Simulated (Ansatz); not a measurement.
Ideal-gas functions of Cl2FNbO, SMILES `[O]=[Nb]([F])([Cl])[Cl]` at 500 K and 1 bar, from an Ansatz frequency run at PBE0-D4/def2-TZVP.

Molar mass 198.81 g/mol, point group Cs (symmetry number 1), electronic degeneracy 1, moments of inertia 213.279, 317.221, 394.505 u Å². Harmonic wavenumbers (cm⁻¹, unscaled): 109, 148, 155, 227, 257, 424, 457, 715, 1068.

Use S(trans) = R[1.5 ln M + 2.5 ln T − 1.1517]; rotational temperatures θ = 24.2544 K / I; S(rot) = R[ln(√π/σ · √(T³/θAθBθC)) + 1.5]; for each mode x = 1.438777 ν̃/T, S = R[x/(eˣ − 1) − ln(1 − e⁻ˣ)] and H = RT x/(eˣ − 1); 1 cm⁻¹ = 0.0119627 kJ/mol; R = 8.31446 J/(mol·K).

Q: By hand: the entropy, in J/(mol·K).

A: Translation 185.6. Rotation: θ = 0.1137, 0.0765, 0.0615 K, giving 126.1. Vibration, mode by mode: 17.99, 15.47, 15.10, 12.00, 11.01, 7.16, 6.61, 3.64, 1.63, in all 90.6. Electronic 0.0. Sum 402.3 J/(mol·K).

Q: By hand: H − E and G − E in kJ/mol, counted from the electronic energy.

A: Zero-point energy ½ × 3560 × 0.0119627 = 21.3; thermal vibration 21.9; translation, rotation and pV give 4 RT = 16.6. H − E = 59.8 kJ/mol, and G − E = 59.8 − 500 × 402.3/1000 = -141.3 kJ/mol.

Vibration gives 23 % of the entropy, 33.5 J/(mol·K) of it from the modes under 150 cm⁻¹: soft modes count most, and the harmonic formula is weakest for them.
